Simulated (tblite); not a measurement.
C4H14AlN.
Numbering: `[CH3:1][CH2:2][AlH2-:3][NH+:4]([CH3:5])[CH3:6]` (hydrogens: H7, H8, H9 on C1; H10, H11 on C2; H12, H13 on Al3; H14 on N4; H15, H16, H17 on C5; H18, H19, H20 on C6)

Computed with GFN2-xTB (tblite), gas phase: L-BFGS steps from a force-field or distance-geometry start until the largest atomic force falls under 0.01 eV/Å.

Geometry at step 5:
```
atom  x, y, z in Å
C1      2.4784   -0.6143    0.5564
C2      1.6950   -0.9996   -0.6987
Al3     0.3432    0.2923   -1.3464
N4     -0.9326    0.5271    0.3521
C5     -1.5572   -0.7298    0.7502
C6     -1.9307    1.5552    0.0941
H7      3.2968   -1.3030    0.7701
H8      2.8978    0.3841    0.4453
H9      1.8156   -0.5939    1.4207
H10     2.4073   -1.0642   -1.5329
H11     1.3342   -2.0306   -0.5923
H12     0.8625    1.7381   -1.5129
H13    -0.6584   -0.2699   -2.3676
H14    -0.3587    0.8457    1.1331
H15    -0.7914   -1.4696    0.9726
H16    -2.2152   -0.6105    1.6205
H17    -2.1404   -1.1053   -0.0870
H18    -2.5905    1.7224    0.9546
H19    -1.4337    2.4873   -0.1743
H20    -2.5271    1.2491   -0.7609
```

Question: What forces act on the atoms?

Answer: 
| atom | Fx (eV/Å) | Fy (eV/Å) | Fz (eV/Å) |
| --- | --- | --- | --- |
| C1 | 0.055 | 0.065 | 0.149 |
| C2 | 0.045 | -0.170 | -0.003 |
| Al3 | -0.159 | 0.002 | 0.207 |
| N4 | 0.065 | 0.000 | 0.044 |
| C5 | -0.014 | -0.034 | -0.044 |
| C6 | 0.000 | 0.096 | -0.057 |
| H7 | 0.018 | -0.022 | 0.001 |
| H8 | 0.031 | 0.028 | -0.010 |
| H9 | 0.028 | -0.044 | 0.127 |
| H10 | 0.179 | -0.053 | -0.075 |
| H11 | -0.001 | -0.140 | 0.056 |
| H12 | -0.111 | 0.275 | 0.031 |
| H13 | -0.326 | 0.030 | -0.153 |
| H14 | 0.104 | 0.005 | -0.077 |
| H15 | 0.064 | 0.045 | 0.029 |
| H16 | 0.071 | 0.017 | -0.071 |
| H17 | -0.062 | -0.009 | -0.072 |
| H18 | 0.063 | -0.008 | -0.060 |
| H19 | 0.043 | -0.024 | 0.051 |
| H20 | -0.093 | -0.059 | -0.074 |

The largest, 0.36 eV/Å, acts on H13; the rms over all components is 0.094 eV/Å. The forces sum to zero within rounding, as they must for an isolated molecule in no field.

Question: Give the force on H13 in Eh/bohr and in nN.

Answer: 0.361 eV/Å ÷ 51.422 = 0.00703 Eh/bohr, and 0.361 eV/Å × 1.602 = 0.58 nN.

Question: How far is this geometry from the end of the optimisation?

Answer: 0.078 eV above it, and 0.109 Å rms away after alignment. The bonds farthest from their final lengths, with half the difference of the two atoms' forces along the bond (positive lengthens):

```json
{"bond": "Al3–N4", "now (Å)": "2.137", "final (Å)": "2.065", "force along bond (eV/Å)": "-0.13"}
{"bond": "C2–Al3", "now (Å)": "1.979", "final (Å)": "2.018", "force along bond (eV/Å)": "+0.09"}
{"bond": "Al3–H13", "now (Å)": "1.537", "final (Å)": "1.568", "force along bond (eV/Å)": "+0.17"}
{"bond": "Al3–H12", "now (Å)": "1.545", "final (Å)": "1.570", "force along bond (eV/Å)": "+0.15"}
{"bond": "C1–C2", "now (Å)": "1.529", "final (Å)": "1.541", "force along bond (eV/Å)": "+0.09"}
{"bond": "C2–H10", "now (Å)": "1.099", "final (Å)": "1.104", "force along bond (eV/Å)": "+0.07"}
```

The angle farthest from its final value is C2–Al3–H13, 115.1° against 120.4°.

Of the 5 listed bonds off by 0.010 Å or more, this force points towards the final length in 5.

The cost below is that of the whole relaxation. On one thread of an Arm Neoverse N1, shared host with 64 logical CPUs at a one-minute load of 60, this took 0.78 s.
